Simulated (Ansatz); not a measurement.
Geometry optimisation, RKS PBE0-D4/def2-SVP in Ansatz 0.2.0.

Input file:

```yaml
crystal:
  periodic: [false, false, false]
  atoms:
    - { symbol: Ge, position_ang: [-0.507733, 0.0, -0.437051] }
    - { symbol: H, position_ang: [0.216855, 0.0, 2.231155] }
    - { symbol: H, position_ang: [0.735931, 0.0, 0.452466] }
    - { symbol: H, position_ang: [-0.557501, 1.267606, -1.298232] }
    - { symbol: H, position_ang: [-0.557501, -1.267606, -1.298232] }
    - { symbol: Cl, position_ang: [-2.296758, 0.0, 0.84523] }
    - { symbol: H, position_ang: [-0.403393, 0.0, 2.593064] }
basis:
  gaussian: { orbitals: def2-SVP }
hamiltonian:
  xc: pbe0
  dispersion: d4
relax:
  f_tol: 0.03
  max_steps: 50
output:
  orbitals: {}
```

Command:

```bash
$ ansatz run input.yaml --threads 1 --pin off --max-ram 2048MiB --backend cpu --events-out ev --progress --plain --runs-dir out
```

Problem. Where does it end, and by what steps?

Solution. It converged. The force dipped under the threshold on the way, but the program's further checks kept it going. After 9 steps the energy has fallen by 0.268 eV; H2 moved furthest, 1.11 Å.

| step | energy less start (eV) | largest force component (eV/Å) | accepted |
| --- | --- | --- | --- |
| 0 | 0.0000 | 1.597 | yes |
| 1 | -0.1545 | 0.262 | yes |
| 2 | -0.2108 | 0.179 | yes |
| 3 | -0.2403 | 0.107 | yes |
| 4 | -0.2559 | 0.080 | yes |
| 5 | -0.2644 | 0.236 | yes |
| 6 | -0.2676 | 0.030 | yes |
| 7 | -0.2679 | 0.077 | yes |
| 8 | -0.2681 | 0.032 | yes |
| 9 | -0.2684 | 0.002 | yes |

```xyz
7
Properties=species:S:1:pos:R:3
Ge -0.554 0.000 -0.734
H 0.316 0.000 3.341
H 0.740 0.000 0.089
H -0.686 1.269 -1.586
H -0.686 -1.269 -1.586
Cl -2.202 0.000 0.676
H -0.298 0.000 2.889
```

Whether the end is a true minimum wasn't checked by a vibrational analysis.

The run took 10 s on 1 thread of AMD EPYC 9R45 96-Core Processor (Zen 5) (shared host), peak memory 0.19 GiB.
